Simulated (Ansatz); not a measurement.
`CNBN` + HCl → `NBCl` + CH₃NH₂ at 400 K and 1 bar (ligand exchange at a B–N bond).

Calculated with Ansatz (gas phase, PBE0-D4/def2-TZVP geometries, no zero-point term in ΔE). CBS: MP2 limit from def2 TZ/QZ plus the TZ coupled-cluster correction, frozen cores. This one scheme is used for every species. Each species was taken in one conformer, which may not be the lowest.

| species | CCSD(T)/CBS energy (Eh) | H − E (kJ/mol) | S (J/(mol·K)) |
| --- | --- | --- | --- |
| `CNBN` | -176.54095 | 277.6 | 332.5 |
| HCl | -460.38127 | 29.6 | 195.4 |
| `NBCl` | -541.16722 | 127.6 | 286.9 |
| CH₃NH₂ | -95.75281 | 185.4 | 256.0 |

H − E and S are ideal-gas, rigid-rotor, harmonic terms from PBE0-D4/def2-TZVP, for one conformer and one mirror image of each species. 1 Eh = 2625.50 kJ/mol, R = 8.31446 J/(mol·K).

Problem. By hand: ΔE, ΔH, ΔS and ΔG.

Solution. ΔE = (-541.16722) + (-95.75281) − (-176.54095) − (-460.38127) = 0.00219 Eh = 5.7 kJ/mol. Δ(H − E) = 127.6 + 185.4 − 277.6 − 29.6 = 5.8, so ΔH = 11.5 kJ/mol. ΔS = 286.9 + 256.0 − 332.5 − 195.4 = 15.0 J/(mol·K). ΔG = 11.5 − 400 × (15.0)/1000 = 5.5 kJ/mol.

Problem. By hand: the equilibrium constant, and the temperature at which ΔG would vanish if ΔH and ΔS stayed fixed.

Solution. log₁₀ K = −ΔG/(RT ln 10) = -0.7. ΔG = 0 at ΔH/ΔS = 767 K, though so small a ΔS makes that figure unsure.

TΔS isn't small against ΔH here. The sign of ΔG lies within the doubt. A doubt of 5 kJ/mol in ΔE shifts log₁₀ K by 0.7 here. Other conformers and mirror images would add mixing entropy, several J/(mol·K) or more a flexible species. These are equilibria of isolated gas molecules and say nothing of rates. Largest T1 diagnostic: 0.011 (customary marks: 0.02 for closed shells, 0.045 for open ones).
